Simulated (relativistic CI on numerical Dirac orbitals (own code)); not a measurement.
Slater and spin-orbit integrals, Tm LX

These numbers are calculated, not measured: Dirac-Coulomb-Breit CI, KLI orbitals optimised for each configuration, model QED (radiative potential, 1s self-energy scaled to tabulated hydrogen-like ionisation energies), unscaled Slater integrals (own radial code, finite nucleus).

Slater integrals F^k, G^k are unscaled and averaged over j, outside the closed core 1s2; ζ comes from projecting the Hamiltonian with its Breit term on Σ l·s of the shell.

- 2s²2p⁵3s: ζ(2p) = 5.4026e+06, G^1(2p,3s) = 137390 cm⁻¹; <r>(2p) = 0.07304, <r^2>(2p) = 0.006507, <r>(3s) = 0.1971, <r^2>(3s) = 0.04441 (bohr units).
- 2s²2p⁵3p: ζ(2p) = 5.4012e+06, F^2(2p,3p) = 360590, G^0(2p,3p) = 144160, G^2(2p,3p) = 157800, ζ(3p) = 1.481e+06 cm⁻¹; <r>(2p) = 0.07307, <r^2>(2p) = 0.006513, <r>(3p) = 0.1916, <r^2>(3p) = 0.04252 (bohr units).
- 2s²2p⁵3d: ζ(2p) = 5.4055e+06, F^2(2p,3d) = 471630, G^1(2p,3d) = 446990, G^3(2p,3d) = 258590, ζ(3d) = 209820 cm⁻¹; <r>(2p) = 0.07307, <r^2>(2p) = 0.006514, <r>(3d) = 0.1681, <r^2>(3d) = 0.03248 (bohr units).

Averages of the first 10 configurations, taken without configuration mixing, which lowers the lowest level and can move excited configurations by several eV; other configurations of the list can lie among them:

| Configuration | Parity | States | Average energy above the lowest level (eV) |
| --- | --- | --- | --- |
| 2s²2p⁶ | even | 1 | 0.3 |
| 2s²2p⁵3s | odd | 12 | 7501.4 |
| 2s²2p⁵3p | even | 36 | 7819.2 |
| 2s²2p⁵3d | odd | 60 | 8103.8 |
| 2s2p⁶3s | even | 4 | 8613.4 |
| 2s2p⁶3p | odd | 12 | 8926.2 |
| 2s2p⁶3d | even | 20 | 9210.5 |
| 2s²2p⁵4s | odd | 12 | 10309.4 |
| 2s²2p⁵4p | even | 36 | 10440.2 |
| 2s²2p⁵4d | odd | 60 | 10553.3 |
